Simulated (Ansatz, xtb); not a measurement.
Relative energy of two isomers of C5H5BrO

Structure a: `O[C@@H]1C=CC=C1Br`, a singlet. Structure b: `C=C/C=C(\Br)C=O`, a singlet. Both are isolated molecules in the gas phase, relaxed with B3LYP-D3(BJ)/def2-SVP; the shapes shown needn't be the lowest conformers.

a (Å):

```yaml
atoms:
  - { symbol: C, position_ang: [0.0042, 0.3768, 0.4017] }
  - { symbol: C, position_ang: [-1.4793, 0.5467, 0.6767] }
  - { symbol: C, position_ang: [-2.0736, 1.1039, -0.3975] }
  - { symbol: C, position_ang: [-1.0860, 1.2940, -1.4811] }
  - { symbol: C, position_ang: [0.1076, 0.8462, -1.0446] }
  - { symbol: Br, position_ang: [1.7309, 0.7771, -1.9820] }
  - { symbol: O, position_ang: [0.5698, -0.8729, 0.6959] }
  - { symbol: H, position_ang: [0.1220, -1.5331, 0.1487] }
  - { symbol: H, position_ang: [0.5524, 1.1115, 1.0238] }
  - { symbol: H, position_ang: [-1.9353, 0.2819, 1.6308] }
  - { symbol: H, position_ang: [-3.1243, 1.3872, -0.4822] }
  - { symbol: H, position_ang: [-1.2999, 1.7225, -2.4602] }
```

b (Å):

```xyz
12

C    -2.4865   -0.7249   -2.2678
C    -2.6614   -0.6184   -0.9375
C    -1.8107    0.1965   -0.1013
C    -1.8893    0.3788    1.2370
C    -0.9297    1.2577    1.9581
Br   -3.2084   -0.4495    2.3329
O    -0.0349    1.8542    1.4062
H    -1.6804   -0.1910   -2.7804
H    -3.1425   -1.3474   -2.8807
H    -3.4742   -1.1614   -0.4462
H    -0.9918    0.7474   -0.5789
H    -1.0977    1.3277    3.0601
```

Energies in hartree; the thermal terms are from GFN2-xTB frequencies at re-optimised GFN2-xTB minima (ideal gas, soft modes damped towards free rotors, one conformer each, 298.15 K, 1 atm) and include the zero-point energy:

|  | a | b |
| --- | --- | --- |
| E, CCSD(T)/def2-SVP | −2840.103504 | −2840.107773 |
| E, MP2/def2-SVP | −2840.025160 | −2840.025578 |
| E, MP2/def2-TZVPP | −2840.883676 | −2840.877491 |
| zero-point energy | 0.084624 | 0.082098 |
| H(298 K) − E | 0.092358 | 0.090932 |
| G(298 K) − E | 0.052529 | 0.048298 |

Correct the CCSD(T) difference for the basis set by the MP2 change, then work out ΔE, ΔE₀, ΔH and ΔG for a → b in kJ/mol (1 Eh = 2625.50 kJ/mol) and the equilibrium ratio [b]/[a].

1. Differences b − a: CCSD(T) −0.004269, MP2 in the small set −0.000418, MP2 in the large set +0.006185 Eh.
2. ΔE = −0.004269 + (+0.006185 − (−0.000418)) = +0.002334 Eh = +6.13 kJ/mol.
3. ΔE₀ = ΔE + ΔZPE = +0.002334 + (−0.002526) Eh = −0.50 kJ/mol.
4. ΔH = ΔE + (−0.001426) Eh = +2.38 kJ/mol.
5. ΔG = ΔE + (−0.004231) Eh = −4.98 kJ/mol, so ΔS = (ΔH − ΔG)/T = +24.7 J/(mol K).
6. kT = 0.9442 mEh, so K = [b]/[a] = exp(−ΔG/kT) = exp(+2.01) ≈ 7.5.

The sums favour b, but ΔE leans on the basis-set step (CCSD(T) alone has the other sign or is under 1 kcal/mol), so the order isn't settled. An error of 4 kJ/mol in ΔG would change K by a factor of 5. The basis-set step is large, which makes the value less sure. r2SCAN-D4/def2-SVP, B3LYP-D3(BJ)/def2-SVP, HF/def2-SVP, CCSD(T)/def2-SVP gave ΔE the other sign. Mirror images and further conformers aren't counted.

As drawn, b has 1 C=O, 1 C–H in place of 1 C–O, 1 C–C, 1 O–H. Structure a has a 5-membered ring, b no ring.

Other levels gave ΔE = +62.1 (GFN2-xTB); +94.0 (HF/STO-3G, GFN2-xTB geometries); −9.2 (r2SCAN-D4/def2-SVP, GFN2-xTB geometries); −19.5 (B3LYP-D3(BJ)/def2-SVP); −16.5 (HF/def2-SVP); −1.1 (MP2/def2-SVP); −11.2 (CCSD(T)/def2-SVP) kJ/mol. The correlated steps freeze 15 core orbitals; the filled d shell of Br is correlated, in a basis made for valence electrons. Programs: Ansatz 0.2.0, xtb 6.7.1.
